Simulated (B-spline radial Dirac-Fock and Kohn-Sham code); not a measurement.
Model: multi-electron Dirac-Fock with separately optimised hole states, Breit and Lamb-shift corrections added in first order. Program: a radial finite-basis atomic code. The model has no electron correlation.

Question: An atom or ion in its tabulated ground configuration has these computed binding energies (the last is its least bound level). Which is it?

| level | binding energy (eV) |
| --- | --- |
| 1s | 27271.5 |
| 2p1/2 | 4277.9 |
| 2p3/2 | 4087.5 |
| 3p3/2 | 1135.8 |
| 3d3/2 | 931.2 |
| 3d5/2 | 924.1 |
| 4s | 544.8 |

Answer: Cd¹⁹⁺: Z = 48 with 29 electrons, [Ar] 3d10 4s1. The hydrogen-like estimate √(E/Ry) = 44.8 for the K level lies 3.2 below Z (screening lowers it, relativity raises it); the outermost level, at 544.8 eV, fixes the charge.

Question: Identify the element and charge state from the binding energies below (tabulated ground configuration; the least bound level is included).

```csv
level,binding energy (eV)
2p1/2,4277.5
2p3/2,4168.0
3s,1790.2
```

Answer: Mo³¹⁺: Z = 42 with 11 electrons, [Ne] 3s1.
